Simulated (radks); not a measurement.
Valence configurations of Br (all share [Ar]). Calculated with a radial shooting solver on a logarithmic mesh with Libxc functionals: scalar-relativistic Kohn-Sham, LDA (Slater exchange, Perdew-Wang correlation), spin-unpolarised, spherical densities, point nucleus. Energies are relative to 3d10 4s2 4p5; eigenvalues in eV.

valence           E (eV)    e(3d)   e(4p)    e(4s)
3d10 4s2 4p5       0.000  -66.998  -8.002  -20.320
3d9.5 4s2 4p5.5   30.851  -73.117  -8.651  -21.434
3d9 4s2 4p6       64.467  -79.365  -9.301  -22.532
3d10 4s1 4p6      12.421  -68.521  -8.593  -21.117
3d10 4s1.5 4p5.5   6.185  -67.768  -8.302  -20.724

NIST lists [Ar] 3d10 4s2 4p5 as the ground configuration; this level of theory agrees among the configurations tried. The energies are those of spherical spin-averaged densities, not of single terms.
